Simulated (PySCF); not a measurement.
CClF, SMILES Cl[C]F, singlet (PBE0/def2-SVP optimised geometry):

```
3

F     -1.056     0.616     0.000
C     -0.688    -0.616     0.000
Cl     1.056    -0.616     0.000
```

Method: PBE0/def2-TZVP in PySCF 2.14.0.

What are the frontier orbital energies and the dipole moment?

HOMO-2 -10.56 eV, HOMO-1 -10.14 eV, HOMO -8.09 eV, LUMO -2.90 eV, LUMO+1 0.86 eV; dipole moment 0.84 D.

Meta-Löwdin charges at PBE0/def2-TZVP: F1 -0.13, C2 0.11, Cl3 0.03.
